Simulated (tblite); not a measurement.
Compound: CH6AsB.
SMILES with atom numbers: `[CH3:1][BH:2][AsH2:3]` (hydrogens: H4, H5, H6 on C1; H7 on B2; H8, H9 on As3)

Cartesian coordinates in Å at the GFN2-xTB level; atoms count from 1:
```
atom  x, y, z in Å
C1    -1.1953   -0.3865   -0.1653
B2    -0.0627    0.6675    0.1022
As3    1.8109    0.4152   -0.5489
H4    -0.9422   -1.1417   -0.9104
H5    -2.1466    0.0652   -0.4455
H6    -1.3871   -0.9186    0.7698
H7    -0.3525    1.6600    0.6630
H8     1.8574   -1.0613   -0.2763
H9     2.4316    0.7062    0.7863
```

Calculated harmonic vibrations of the isolated species, GFN2-xTB (tblite), most abundant isotopes, no scaling. The method is semi-empirical: single wavenumbers can be off by several per cent or more. Modes of hydrogen on arsenic and boron can be 10 to 20 % off. One conformer, not necessarily the lowest.

Harmonic wavenumbers (cm⁻¹): 72.4, 149.5, 227.3, 462.0, 522.9, 618.4, 690.4, 798.8, 863.0, 1002.3, 1013.8, 1098.1, 1379.0, 1472.7, 1488.9, 1898.5, 1908.5, 2583.8, 2969.3, 2991.8, 3007.0.

A = 29987, B = 3304, C = 3110 MHz; mass 103.978 u (most abundant isotopes); point group C1, symmetry number 1.

Q: Zero-point energy?

A: ½Σν̃ = 13609 cm⁻¹ = 38.91 kcal/mol.

Q: Entropy at 350 K, 1 bar (ideal gas, RRHO, classical rotation)?

A: Translation 40.66, rotation 24.94, vibration 13.62: S = 79.2 cal/(mol K).

Q: And Cp and H(350 K) − H(0)?

A: Cp = 22.67 cal/(mol K), of which vibrations give 14.72 (their classical limit is 21 R = 41.7); H(350 K) − H(0) = 5.33 kcal/mol without the zero-point energy, 2.55 from vibrations.

Q: Blend soft modes into free rotors: weight 1/[1 + (100 cm⁻¹/ν̃)⁴] for the oscillator and the rest for a rotor with moment μB/(μ + B), μ = h/(8π²ν), B = 10⁻⁴⁴ kg m². What vibrational entropy results?

A: 12.72 cal/(mol K) in place of 13.62, which changes −T·S at 350 K by +0.31 kcal/mol.

Q: How do the functions run with temperature in this model?

A: 
```csv
T (K),S (cal/(mol K)),Cp (cal/(mol K)),H − H(0) (kcal/mol),G − H(0) (kcal/mol),ln q(vib)
50,51.1,10.0,0.43,-2.12,0.15
100,58.8,12.2,0.99,-4.89,0.60
298.15,75.7,20.5,4.21,-18.37,2.64
373.15,80.7,23.6,5.87,-24.24,3.42
500,88.2,28.0,9.15,-34.96,4.75
750,100.8,34.3,16.98,-58.65,7.29
1000,111.3,38.5,26.12,-85.21,9.67
```

q(vib) and H(0) count from the zero-point level.

Hindered rotation and anharmonicity are outside this model. Other conformers, if any are populated, would add a mixing term that is left out. The structure is chiral; the term R ln 2 for an equal mix with its mirror image is left out.
